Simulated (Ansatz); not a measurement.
`C[O][W](=[O])(=[O])[N](C)C`. Total charge 0; spin multiplicity 1. Correlated methods include outer-core shells of W, which these sets cover unevenly. W takes the def2 core potential.

```csv
atom,x (Å),y (Å),z (Å)
C1,-2.694,-0.399,1.852
O2,-1.608,-0.100,1.011
W3,0.037,-0.889,0.572
O4,-0.226,-2.431,-0.128
O5,1.011,-1.022,1.976
N6,0.938,0.240,-0.713
C7,0.825,0.058,-2.146
C8,1.882,1.273,-0.336
H9,-3.437,0.397,1.756
H10,-3.154,-1.349,1.565
H11,-2.371,-0.458,2.895
H12,0.147,-0.763,-2.382
H13,0.442,0.970,-2.620
H14,1.804,-0.170,-2.584
H15,1.974,1.338,0.749
H16,2.874,1.059,-0.752
H17,1.555,2.248,-0.715
```

**Question.** Give the diagnostics of a CCSD(T)/def2-TZVPP run (frozen core, Ansatz 0.2.0). (Estimate.)

**Answer.** Computed: T1 = 0.0201, largest single amplitude 0.063, largest double 0.037, (T) share of the correlation energy 4.9 %, 12 CCSD cycles. The RHF solution is stable towards an unrestricted one. T1 lies over the customary mark of 0.02 for closed shells; compounds of d metals often pass it without a breakdown.
